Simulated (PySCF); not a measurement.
Compound: C4H11AlSSi.
Cartesian coordinates in Å at the PBE0-D3(BJ)/def2-SVP level; atoms count from 1:
```xyz
18
C4H11AlSSi angstrom
Si     2.6055   -0.0768   -0.5455
S      1.8188   -1.3683    0.9354
C      0.1032   -0.6988    0.8331
C     -0.7248   -1.2335   -0.3475
C     -1.8508   -0.2462   -0.6932
C     -1.2936    1.1732   -0.9305
Al     0.0259    1.2777    0.5333
H      4.0600    0.1935   -0.3713
H      1.8663    1.2533   -0.3602
H      2.3280   -0.4481   -1.9644
H     -0.3524   -0.9958    1.7931
H     -1.1263   -2.2427   -0.1528
H     -0.0704   -1.3338   -1.2324
H     -2.4205   -0.6227   -1.5609
H     -2.5713   -0.2243    0.1461
H     -2.0887    1.9351   -0.9451
H     -0.8007    1.2232   -1.9192
H      0.4924    2.4456    1.5069
```

Level of theory: core-valence-separated Tamm–Dancoff BHandHLYP/aug-pcX-1 (pcseg-1 on H, def2-SVPD on Si, def2-SVPD on S, def2-SVPD on Al) in PySCF, non-relativistic, gas phase, PBE0-D3(BJ)/def2-SVP geometry. BHandHLYP without relativity tends to put these K edges a few eV too low, so spacings mean more than positions.

The lowest roots of each edge with f over 0.003 (five at most, numbered afresh; weaker and dark ones are left out), with transition dipoles (au) in the frame of the coordinates:

```json
{"root": "1", "edge": "C", "E (eV)": "283.96", "f": "0.0439", "μx": "0.0740", "μy": "-0.0285", "μz": "0.0041"}
{"root": "2", "edge": "C", "E (eV)": "284.50", "f": "0.0093", "μx": "0.0220", "μy": "0.0291", "μz": "-0.0015"}
{"root": "3", "edge": "C", "E (eV)": "285.14", "f": "0.0067", "μx": "-0.0294", "μy": "0.0015", "μz": "0.0096"}
{"root": "4", "edge": "C", "E (eV)": "285.21", "f": "0.0160", "μx": "-0.0339", "μy": "0.0256", "μz": "0.0220"}
{"root": "5", "edge": "C", "E (eV)": "285.35", "f": "0.0050", "μx": "-0.0062", "μy": "0.0220", "μz": "0.0141"}
```

Question: Molecules are fixed in this frame and the field points along (0, 1, 1)/√2. What effective strengths 3 f cos²θ do the roots have (θ between field and μ)?

Answer: root 1 (C3): 0.006, root 2 (C6): 0.008, root 3 (C5): 0.001, root 4 (C6): 0.024, root 5 (C4): 0.014. Root 4 is the strongest. Averaged over all orientations cos²θ is 1/3, which gives f back.

Rough CPU time on one thread of a shared machine: about 80 s.

One conformer stands for the species.
